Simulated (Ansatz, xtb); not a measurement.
# A geometry optimisation of C2H5BCl2 with r2SCAN-D4/def2-SVP

The starting geometry of this gas-phase singlet was built from a drawn formula by distance geometry and a force field; its bonds are those of `BC(C)(Cl)Cl`.

```xyz
10

C    -1.0601   -0.4101   -1.2337
C    -0.6349    0.0001    0.1419
B    -0.6459    0.7052   -2.3361
Cl   -2.8430   -0.6242   -1.2380
Cl   -0.3085   -2.0189   -1.6299
H    -0.0751    1.6614   -2.0240
H    -0.9125    0.4687   -3.4785
H     0.4824    0.0876    0.2113
H    -0.9287   -0.7709    0.9440
H    -1.0477    0.9626    0.4470
```

Predict what it relaxes into with r2SCAN-D4/def2-SVP.

A new bond forms, giving a structure with Cl4 bridging C1 and B3, given below by its coordinates. Distances that change by over a tenth: C1–Cl4 (1.80 → 1.98 Å). Contacts that close: B3–Cl4 (2.79 → 2.12 Å).

The energy falls by 0.44 eV over 15 steps:

```json
{"step": "1", "E − E(last) (eV)": "0.443"}
{"step": "3", "E − E(last) (eV)": "0.212"}
{"step": "4", "E − E(last) (eV)": "0.205"}
{"step": "6", "E − E(last) (eV)": "0.181"}
{"step": "7", "E − E(last) (eV)": "0.150"}
{"step": "9", "E − E(last) (eV)": "0.024"}
{"step": "10", "E − E(last) (eV)": "0.005"}
{"step": "12", "E − E(last) (eV)": "0.004"}
{"step": "13", "E − E(last) (eV)": "0.000"}
{"step": "15", "E − E(last) (eV)": "0.000"}
```

Final geometry (Å):

| atom | x (Å) | y (Å) | z (Å) |
| --- | --- | --- | --- |
| C | -0.7664 | -0.4123 | -1.1904 |
| C | -0.5221 | -0.0724 | 0.2463 |
| B | -0.8430 | 0.6292 | -2.3570 |
| Cl | -2.6798 | -0.0901 | -1.5933 |
| Cl | -0.3578 | -2.0803 | -1.5572 |
| H | -0.7693 | 1.7945 | -2.0549 |
| H | -0.7341 | 0.2487 | -3.4917 |
| H | 0.5686 | -0.1032 | 0.4091 |
| H | -0.9895 | -0.7956 | 0.9302 |
| H | -0.8806 | 0.9430 | 0.4630 |

From the same start GFN2-xTB reaches the same bonding as this run.

The end wasn't checked by frequencies. Run with Ansatz 0.2.0, 28 s on 2 threads of Arm Neoverse V2, on a shared host.
